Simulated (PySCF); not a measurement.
PySCF input file for C₂H₅Si, SMILES [CH2][Si]C (connectivity only; charge and spin as stated), neutral, multiplicity 2, TDA-M06-2X/def2-SVPD. The structure is a stationary point at ωB97X-D3(BJ)/def2-TZVP. The isomer is the one that the SMILES or the coordinates give; other isomers of the formula were not compared.

```python
import numpy as np
from pyscf import gto, scf, dft, tdscf

mol = gto.M(
    atom='''
    C    -0.39189043    1.56729429   -0.00000000
    Si    0.50180838    0.12175081    0.00000000
    C    -0.30470098   -1.57856600    0.00000000
    H     0.06058784    2.55108916   -0.00000000
    H    -1.47925812    1.54321974    0.00000001
    H    -1.38877700   -1.43281399    0.00000000
    H    -0.01916079   -2.14918798   -0.88553396
    H    -0.01916079   -2.14918799    0.88553395
    ''',
    basis='def2-SVPD',
    charge=0,
    spin=1,
    max_memory=1600,
    verbose=4,
)
mf = dft.UKS(mol, xc='m06-2x').density_fit(auxbasis='def2-universal-jkfit')
mf.grids.level = 4
mf.conv_tol = 1e-9
mf.max_cycle = 100
mf.kernel()
fine, coarse = mf.grids, dft.Grids(mol).set(level=1).build(with_non0tab=True)
for _ in range(3):  # follow internal instabilities
    mf.grids = coarse
    mo, _, stable, _ = mf.stability(return_status=True, nroots=4)
    mf.grids = fine
    if stable:
        break
    mf.kernel(mf.make_rdm1(mo, mf.mo_occ))
mf.grids = dft.Grids(mol).set(level=2).build(with_non0tab=True)  # coarser grid for the response kernel
td = tdscf.TDA(mf)
td.nstates = 10
td.conv_tol = 1e-4
td.positive_eig_threshold = 1e-6
td.kernel(x0=td.get_init_guess(mf, 15))
td.analyze()
```

Output:

```
PySCF version 2.14.0

[INPUT] verbose = 4
[INPUT] num. atoms = 8
[INPUT] num. electrons = 31
[INPUT] charge = 0
[INPUT] spin (= nelec alpha-beta = 2S) = 1
[INPUT] symmetry False subgroup None
[INPUT] Mole.unit = angstrom
[INPUT] Symbol           X                Y                Z      unit          X                Y                Z       unit  Magmom
[INPUT]  1 C     -0.391890430000   1.567294290000   0.000000000000 AA   -0.740565583538   2.961756964695   0.000000000000 Bohr   0.0
[INPUT]  2 Si     0.501808380000   0.121750810000   0.000000000000 AA    0.948280405212   0.230075686344   0.000000000000 Bohr   0.0
[INPUT]  3 C     -0.304700980000  -1.578566000000   0.000000000000 AA   -0.575801402087  -2.983057409550   0.000000000000 Bohr   0.0
[INPUT]  4 H      0.060587840000   2.551089160000   0.000000000000 AA    0.114494424079   4.820859831747   0.000000000000 Bohr   0.0
[INPUT]  5 H     -1.479258120000   1.543219740000   0.000000010000 AA   -2.795392714339   2.916262658623   0.000000018897 Bohr   0.0
[INPUT]  6 H     -1.388777000000  -1.432813990000   0.000000000000 AA   -2.624408178095  -2.707626028545   0.000000000000 Bohr   0.0
[INPUT]  7 H     -0.019160790000  -2.149187980000  -0.885533960000 AA   -0.036208645430  -4.061376672407  -1.673416658402 Bohr   0.0
[INPUT]  8 H     -0.019160790000  -2.149187990000   0.885533950000 AA   -0.036208645430  -4.061376691304   1.673416639504 Bohr   0.0

nuclear repulsion = 91.7519038022178
number of shells = 46
number of NR pGTOs = 152
number of NR cGTOs = 104
basis = def2-SVPD
ecp = {}


[settings echo left out]
init E= -368.522078701744
  alpha nocc = 16  HOMO = -0.181342527003594  LUMO = -0.0463411757977212
  beta  nocc = 15  HOMO = -0.259556646290284  LUMO = -0.181342527003595

WARN: HOMO -0.181342527003594 >= LUMO -0.181342527003595

cycle= 1 E= -368.354221585853  delta_E= 0.168  |g|= 0.278  |ddm|= 2.34
  alpha nocc = 16  HOMO = -0.220017156348661  LUMO = 0.0160599370583623
  beta  nocc = 15  HOMO = -0.209364746847344  LUMO = -0.108222719226151
  HOMO = -0.209364746847  LUMO = -0.108222719226  gap/eV = 2.75221
cycle= 2 E= -368.322182395376  delta_E= 0.032  |g|= 0.363  |ddm|= 0.768
  alpha nocc = 16  HOMO = -0.264842514217483  LUMO = 0.00740688308362536
  beta  nocc = 15  HOMO = -0.265845532636239  LUMO = -0.0910930024359056
  HOMO = -0.264842514217  LUMO = -0.0910930024359  gap/eV = 4.72797
cycle= 3 E= -368.405953784121  delta_E= -0.0838  |g|= 0.041  |ddm|= 0.424
  alpha nocc = 16  HOMO = -0.270915306094021  LUMO = 0.00890375227024665
  beta  nocc = 15  HOMO = -0.263886193125583  LUMO = -0.0965800274965969
  HOMO = -0.263886193126  LUMO = -0.0965800274966  gap/eV = 4.55263
cycle= 4 E= -368.407214798344  delta_E= -0.00126  |g|= 0.0212  |ddm|= 0.0844
  alpha nocc = 16  HOMO = -0.27111354812898  LUMO = 0.0106863288424242
  beta  nocc = 15  HOMO = -0.264651776325012  LUMO = -0.0982847582171753
  HOMO = -0.264651776325  LUMO = -0.0982847582172  gap/eV = 4.52708
cycle= 5 E= -368.407586350513  delta_E= -0.000372  |g|= 0.0046  |ddm|= 0.0458
  alpha nocc = 16  HOMO = -0.270120632684406  LUMO = 0.011072566640383
  beta  nocc = 15  HOMO = -0.264614718338907  LUMO = -0.0993059415824993
  HOMO = -0.264614718339  LUMO = -0.0993059415825  gap/eV = 4.49828
cycle= 6 E= -368.407650774594  delta_E= -6.44e-05  |g|= 0.00246  |ddm|= 0.0201
  alpha nocc = 16  HOMO = -0.270172152813875  LUMO = 0.0106145633270689
  beta  nocc = 15  HOMO = -0.265357013561381  LUMO = -0.100754454192491
  HOMO = -0.265357013561  LUMO = -0.100754454192  gap/eV = 4.47906
cycle= 7 E= -368.407676185594  delta_E= -2.54e-05  |g|= 0.00138  |ddm|= 0.0114
  alpha nocc = 16  HOMO = -0.269666850199847  LUMO = 0.0107539759640418
  beta  nocc = 15  HOMO = -0.26566713699431  LUMO = -0.100841680859177
  HOMO = -0.265667136994  LUMO = -0.100841680859  gap/eV = 4.48513
cycle= 8 E= -368.407690603585  delta_E= -1.44e-05  |g|= 0.000632  |ddm|= 0.00955
  alpha nocc = 16  HOMO = -0.269548413192483  LUMO = 0.0106222146509403
  beta  nocc = 15  HOMO = -0.266041915852336  LUMO = -0.100918265928307
  HOMO = -0.266041915852  LUMO = -0.100918265928  gap/eV = 4.49324
cycle= 9 E= -368.407693939867  delta_E= -3.34e-06  |g|= 0.000225  |ddm|= 0.00521
  alpha nocc = 16  HOMO = -0.269433164992147  LUMO = 0.0106078066373478
  beta  nocc = 15  HOMO = -0.266101700675927  LUMO = -0.100962260860439
  HOMO = -0.266101700676  LUMO = -0.10096226086  gap/eV = 4.49367
cycle= 10 E= -368.407694239005  delta_E= -2.99e-07  |g|= 5.89e-05  |ddm|= 0.00175
  alpha nocc = 16  HOMO = -0.269420764487336  LUMO = 0.0106007501331962
  beta  nocc = 15  HOMO = -0.266117590456392  LUMO = -0.10094654780357
  HOMO = -0.266117590456  LUMO = -0.100946547804  gap/eV = 4.49453
cycle= 11 E= -368.407694248564  delta_E= -9.56e-09  |g|= 1.49e-05  |ddm|= 0.000301
  alpha nocc = 16  HOMO = -0.269418914181029  LUMO = 0.010599206237476
  beta  nocc = 15  HOMO = -0.266118871096384  LUMO = -0.100947200847885
  HOMO = -0.266118871096  LUMO = -0.100947200848  gap/eV = 4.49455
cycle= 12 E= -368.407694248986  delta_E= -4.22e-10  |g|= 5.68e-06  |ddm|= 5.29e-05
  alpha nocc = 16  HOMO = -0.269419354621527  LUMO = 0.0105995874627736
  beta  nocc = 15  HOMO = -0.266119953548324  LUMO = -0.100946898085357
  HOMO = -0.266119953548  LUMO = -0.100946898085  gap/eV = 4.49459
Extra cycle  E= -368.407694249026  delta_E= -3.96e-11  |g|= 4.5e-06  |ddm|= 1.57e-05
converged SCF energy = -368.407694249026  <S^2> = 0.76293489  2S+1 = 2.0128933
tot grids = 29136
uhf_internal: lowest eigs of H = [0.11145995 0.156941   0.29115531 0.32618829]
<class 'pyscf.df.df_jk.DFUKS'> wavefunction is stable in the internal stability analysis
tot grids = 61208
Overwritten attributes  positive_eig_threshold  of <class 'pyscf.tdscf.uks.TDA'>


******** <class 'pyscf.tdscf.uks.TDA'> for <class 'pyscf.df.df_jk.DFUKS'> ********
nstates = 10
deg_eia_thresh = 1.000e-03
wfnsym = None
conv_tol = 0.0001
eigh lindep = 1e-12
eigh level_shift = 0
eigh max_cycle = 100


Excitation energies (eV)
[1.42813859 3.17012019 3.79406729 4.5218333  5.56763658 5.62911778
 5.79449763 5.81595654 6.04082395 6.10279699]

** Excitation energies and oscillator strengths **
Excited State   1:      1.42814 eV    868.15 nm  f=0.0018
      15b ->   16b     -0.96664
      15b ->   20b      0.19490
Excited State   2:      3.17012 eV    391.10 nm  f=0.0014
      16a ->   17a     -0.73949
      15b ->   17b      0.63856
      15b ->   23b     -0.12058
Excited State   3:      3.79407 eV    326.78 nm  f=0.0155
      15a ->   17a     -0.98268
      15b ->   16b     -0.10524
Excited State   4:      4.52183 eV    274.19 nm  f=0.0070
      14b ->   16b      0.94954
      14b ->   20b     -0.16383
      15b ->   17b      0.19805
Excited State   5:      5.56764 eV    222.69 nm  f=0.0001
      16a ->   18a     -0.57919
      16a ->   19a     -0.15573
      16a ->   21a     -0.19642
      16a ->   27a     -0.11179
      15b ->   18b      0.61453
      15b ->   19b      0.33650
      15b ->   26b     -0.16727
      15b ->   29b      0.11410
Excited State   6:      5.62912 eV    220.26 nm  f=0.1946
      15a ->   19a      0.28282
      15a ->   23a      0.18880
      16a ->   17a      0.55975
      13b ->   16b     -0.18092
      14b ->   16b     -0.20690
      15b ->   17b      0.64868
Excited State   7:      5.79450 eV    213.97 nm  f=0.0136
      15a ->   18a      0.94340
      15a ->   21a      0.24430
      15a ->   27a      0.10463
Excited State   8:      5.81596 eV    213.18 nm  f=0.0778
      16a ->   18a     -0.62264
      16a ->   19a     -0.13194
      15b ->   18b     -0.59831
      15b ->   19b     -0.17928
      15b ->   20b     -0.37336
Excited State   9:      6.04082 eV    205.24 nm  f=0.0126
      16a ->   18a      0.38982
      15b ->   16b     -0.18563
      15b ->   19b      0.26468
      15b ->   20b     -0.82138
      15b ->   21b      0.11925
Excited State  10:      6.10280 eV    203.16 nm  f=0.0058
      16a ->   19a      0.10808
      15b ->   18b      0.39265
      15b ->   19b     -0.84179
      15b ->   20b     -0.24963
      15b ->   21b      0.13330

** Transition electric dipole moments (AU) **
state          X           Y           Z        Dip. S.      Osc.
  1        -0.0000      0.0000     -0.2299      0.0529      0.0018
  2        -0.0635      0.1200      0.0000      0.0184      0.0014
  3         0.0000     -0.0000     -0.4079      0.1664      0.0155
  4         0.2201      0.1203      0.0000      0.0629      0.0070
  5         0.0000     -0.0000      0.0296      0.0009      0.0001
  6         0.6580     -0.9891      0.0000      1.4112      0.1946
  7         0.0080     -0.3091     -0.0000      0.0956      0.0136
  8         0.0000      0.0000     -0.7391      0.5462      0.0778
  9        -0.0000      0.0000      0.2915      0.0850      0.0126
 10        -0.0000      0.0000     -0.1972      0.0389      0.0058

** Transition velocity dipole moments (imaginary part, AU) **
state          X           Y           Z        Dip. S.      Osc.
  1         0.0000     -0.0000      0.0061      0.0000      0.0005
  2         0.0111     -0.0028     -0.0000      0.0001      0.0008
  3        -0.0000      0.0000      0.0083      0.0001      0.0003
  4         0.0069      0.0517      0.0000      0.0027      0.0109
  5         0.0000     -0.0000      0.0081      0.0001      0.0002
  6         0.0237     -0.0572      0.0000      0.0038      0.0123
  7        -0.0015     -0.0603     -0.0000      0.0036      0.0114
  8         0.0000      0.0000     -0.1382      0.0191      0.0596
  9        -0.0000     -0.0000      0.0213      0.0005      0.0014
 10        -0.0000     -0.0000     -0.0626      0.0039      0.0117

** Transition magnetic dipole moments (imaginary part, AU) **
state          X           Y           Z
  1         0.0218      0.4429     -0.0000
  2        -0.0000      0.0000      0.0159
  3        -0.0060     -0.8852     -0.0000
  4        -0.0000      0.0000     -0.6420
  5        -0.0560     -0.0235      0.0000
  6        -0.0000      0.0000      0.1105
  7         0.0000     -0.0000      0.3346
  8         0.7933     -0.2835     -0.0000
  9        -0.2956      0.0876      0.0000
 10        -0.0541      0.0876      0.0000
```

The calculation finished and met its thresholds.

Cost: about 6 core-minutes (a rough figure).
